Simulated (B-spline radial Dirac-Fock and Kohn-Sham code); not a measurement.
**How the settings move the core levels of Er³⁺**

ΔSCF core binding energies without Breit or QED terms, calculated with a B-spline atomic structure program. Keys: rel is the Hamiltonian (dirac, or spin-free x2c and nr, where L3 and M5 stand for the whole 2p and 3d shells), method is hf or an exchange,correlation pair (spin-unpolarised, also for the hole states), nuc the nuclear model, radius_factor scales its radius, rmax is the box in bohr, h the logarithmic mesh step, order the B-spline order, points the quadrature points per cell, c_factor scales the speed of light, and damp, ndamp, maxit and tol steer the iteration. The run stops when the commutator error falls below 10·tol·max(1, Z/10), or the numerical noise floor, and the energy has settled to about 1e-8 Ha; the virial ratio is −V/T.

Base input:

```json
{"items": [{"Z": 68, "q": 3, "cfg": [[1, 0, 2], [2, 0, 2], [2, 1, 6], [3, 0, 2], [3, 1, 6], [3, 2, 10], [4, 0, 2], [4, 1, 6], [4, 2, 10], [4, 3, 11], [5, 0, 2], [5, 1, 6]], "A": 166, "rrms": 5.2516, "do": "settings", "holes": ["K", "L3", "M5"],
  "settings": [{"rel": "dirac", "method": "hf", "nuc": "fermi", "radius_factor": 1.0, "rmax": 45.0, "h": 0.3, "order": 8, "points": 10, "c_factor": 1.0, "maxit": 60, "damp": 0.5, "ndamp": 3, "tol": 1e-08}]}]}
```

The ground state converged in 11 iterations, with total energy -13090.87577 Ha, virial ratio 1.90632 and highest orbital energy -46.67 eV. ΔSCF binding energies: K (1s) 57782.3 eV, L3 (2p3/2) 8415.0 eV, M5 (3d5/2) 1449.8 eV.

Changes from the base run:

| changed setting | Δ total energy (Ha) | Δ K (eV) | Δ L3 (eV) | Δ M5 (eV) | iterations |
| --- | --- | --- | --- | --- | --- |
| h = 0.5 | +0.45948 | +1.11 | +1.10 | +1.13 | 11 |
| rel = "x2c"; nuc = "sphere"; order = 6 | +10.99493 | -60.08 | +278.45 | +16.72 | 11 |
| c_factor = 2.0 | ? | ? | ? | ? | ? |
| nuc = "sphere" | +0.00213 | -0.02 | 0.00 | 0.00 | 11 |
| radius_factor = 2.0 | +3.07086 | -34.49 | +0.21 | +0.05 | 11 |
| rmax = 80.0 | 0.00000 | 0.00 | 0.00 | 0.00 | 11 |
| rel = "x2c"; method = "pw91,pw91"; tol = 0.0001 | +5.04508 | -16.67 | +245.44 | +8.15 | 10 |

Q: What does the change c_factor = 2.0 do?

A: The total energy moves by +459.63978 Ha and the binding energies by K -3020.86 eV, L3 -17.35 eV, M5 +23.68 eV; the run takes 11 iterations.
